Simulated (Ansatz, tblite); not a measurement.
Cost and result up the ladder for Hf₂S₂⁺ (the lowest doublet isomer of a short search) (4 atoms). Total charge 1; doublet. Geometry: r2SCAN-D4/def2-SVP.

```xyz
4

Hf    0.0694    0.0936   -1.3848
Hf   -0.4136   -0.8346    1.0312
S     1.7892   -0.3947    0.2060
S    -1.4450    1.1357    0.1477
```

Ansatz on 4 threads of Arm Neoverse V1 on a shared host; xTB runs through tblite on one thread. Times are rough, summed over both states, and most runs start from the orbitals of an earlier one. ωB97M-V/def2-TZVP serves as the yardstick here, not as an exact answer. The other state is a quartet at its own geometry.

In the def2 sets Hf takes a core potential; there is no spin–orbit coupling. The xTB rows come from tblite. Correlated methods freeze 10 core orbitals; core or outer-core shells of Hf are correlated, in sets that lack core-valence functions. The structure comes from a short search, and lower isomers may exist.

Run but left out: HF/def2-TZVP, PBE-QIDH/def2-TZVP, MP2/def2-TZVP, CCSD/def2-TZVP, CCSD(T)/def2-TZVP (doublet: ⟨S²⟩ 1.21 to 1.43, where a pure state has 0.75).

Correlated methods converge slowly with the basis.

xTB has no spin-polarisation term.

| level | functions | quartet − doublet (eV) | difference from ωB97M-V/def2-TZVP (eV) |
| --- | --- | --- | --- |
| PBE-D4/def2-TZVP | 154 | 0.56 | 0.25 |
| GFN1-xTB | 36 | -0.29 | -0.60 |
| LDA (SPW92)/def2-TZVP | 154 | 0.79 | 0.48 |
| PBE0-D4/def2-TZVP (with forces) | 154 | 0.36 | 0.05 |
| r2SCAN-D4/def2-TZVP | 154 | 0.26 | -0.05 |
| RPA@PBE/def2-TZVP | 154 | 0.52 | 0.21 |
| GFN2-xTB | 36 | -0.24 | -0.55 |
| B97M-V/def2-TZVP | 154 | 0.49 | 0.18 |
| ωB97M-V/def2-TZVP | 154 | 0.31 | 0.00 |

Estimate how long each takes.

GFN1-xTB 0.009 s; GFN2-xTB 0.016 s; LDA (SPW92)/def2-TZVP 3.9 s; PBE-D4/def2-TZVP 7.9 s; RPA@PBE/def2-TZVP 16 s; PBE0-D4/def2-TZVP (with forces) 22 s; B97M-V/def2-TZVP 32 s; r2SCAN-D4/def2-TZVP 37 s; ωB97M-V/def2-TZVP 95 s. On shared hardware such times vary by a factor of up to 3.
